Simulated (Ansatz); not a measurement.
`[SiH3][GeH2][SiH2]Cl` → `[SiH3][GeH3]` + `[SiH]Cl` at 400 K and 1 bar (silylene formation by 1,1-elimination).

Isolated molecules relaxed with PBE0-D4/def2-TZVP in Ansatz; ΔE leaves out vibrations. CCSD(T)/CBS adds triple-zeta CCSD(T) − MP2 to the extrapolated MP2 energy (def2 sets, frozen cores). This one scheme is used for every species. For Ge outer-core shells are correlated without core-valence functions, which leaves a few kJ/mol of doubt a bond. Scalar relativity is left out up to krypton. One conformer a species, not always the lowest.

| species | CCSD(T)/CBS energy (Eh) | H − E (kJ/mol) | S (J/(mol·K)) |
| --- | --- | --- | --- |
| `[SiH3][GeH2][SiH2]Cl` | -3118.30397 | 196.0 | 443.8 |
| `[SiH3][GeH3]` | -2368.78170 | 150.2 | 319.5 |
| `[SiH]Cl` | -749.43948 | 35.1 | 263.9 |

H − E and S are ideal-gas, rigid-rotor, harmonic terms from PBE0-D4/def2-TZVP, for one conformer and one mirror image of each species. 1 Eh = 2625.50 kJ/mol, R = 8.31446 J/(mol·K).

Task: By hand: ΔE, ΔH, ΔS and ΔG.

Result: ΔE = (-2368.78170) + (-749.43948) − (-3118.30397) = 0.08279 Eh = 217.4 kJ/mol. Δ(H − E) = 150.2 + 35.1 − 196.0 = -10.7, so ΔH = 206.7 kJ/mol. ΔS = 319.5 + 263.9 − 443.8 = 139.6 J/(mol·K). ΔG = 206.7 − 400 × (139.6)/1000 = 150.9 kJ/mol.

Task: By hand: the equilibrium constant, and the temperature at which ΔG would vanish if ΔH and ΔS stayed fixed.

Result: log₁₀ K = −ΔG/(RT ln 10) = -19.7. ΔG = 0 at ΔH/ΔS = 1481 K.

The number of gas molecules changes by +1, which sets the sign of ΔS. A doubt of 5 kJ/mol in ΔE shifts log₁₀ K by 0.7 here. Other conformers and mirror images would add mixing entropy, several J/(mol·K) or more a flexible species. Modes under 60 cm⁻¹, often nearly free rotors, make the harmonic entropy too high. These are equilibria of isolated gas molecules and say nothing of rates. Largest T1 diagnostic: 0.013 (customary marks: 0.02 for closed shells, 0.045 for open ones).
